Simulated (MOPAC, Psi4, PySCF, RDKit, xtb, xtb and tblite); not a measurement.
Two geometries of SMILES C(CC#C)B, relaxed at GFN2-xTB with one dihedral held; other torsions can differ between them too.

Structure A

```
12

B     -2.1061    -0.3313    -0.0256
C     -0.5533    -0.5481     0.1085
C     -0.1966    -0.5449     1.6172
C      1.2245    -0.7421     1.8081
C      2.4039    -0.9070     1.9262
H     -2.5461     0.7490    -0.1117
H     -2.8327    -1.2465     0.0296
H     -0.2173    -1.5020    -0.3028
H      0.0356     0.2378    -0.3681
H     -0.7407    -1.3435     2.1294
H     -0.4884     0.4090     2.0658
H      3.4355    -1.0503     2.0495
```

Structure B

```
12

B     -2.1353    -0.3281    -0.0541
C     -0.5935    -0.5418     0.1205
C      0.2820     0.7210     0.0927
C      1.6839     0.3958     0.2611
C      2.8315     0.0868     0.4015
H     -2.5933     0.7383    -0.1979
H     -2.8386    -1.2625    -0.0394
H     -0.4086    -1.0752     1.0599
H     -0.2368    -1.2318    -0.6527
H     -0.0215     1.4010     0.8937
H      0.1523     1.2421    -0.8601
H      3.8415    -0.1676     0.5256
```

**Question.** Which is lower in energy at the level DF-MP2 (frozen core)/cc-pVTZ // GFN2-xTB (Psi4 1.11), and by how much?

**Answer.** B is lower, by 7.85 kJ/mol (dihedral H6–B1–C2–C3: 90° in A, 0° in B).

E(B) − E(A) in kJ/mol at the other levels, on the same two geometries: GFN2-xTB (xtb and tblite) -6.89; PBE/def2-TZVP // GFN2-xTB (Psi4) -10.34; PBE-D3(BJ)/def2-TZVP // GFN2-xTB (Psi4) -10.15; HF/cc-pVTZ // GFN2-xTB (Psi4) -9.37; UFF // GFN2-xTB (RDKit) -3.91; PM3, restricted, heats of formation // GFN2-xTB (MOPAC) -10.49; PM7, restricted, heats of formation // GFN2-xTB (MOPAC) -8.19; GFN1-xTB // GFN2-xTB (xtb) -3.48; restricted B3LYP/6-31G*, spherical d // GFN2-xTB (PySCF) -8.44; restricted M06-2X/6-31G*, spherical d // GFN2-xTB (PySCF) -7.98; restricted BP86/6-31G*, spherical d // GFN2-xTB (PySCF) -8.75; restricted B3LYP/3-21G // GFN2-xTB (PySCF) -9.12.
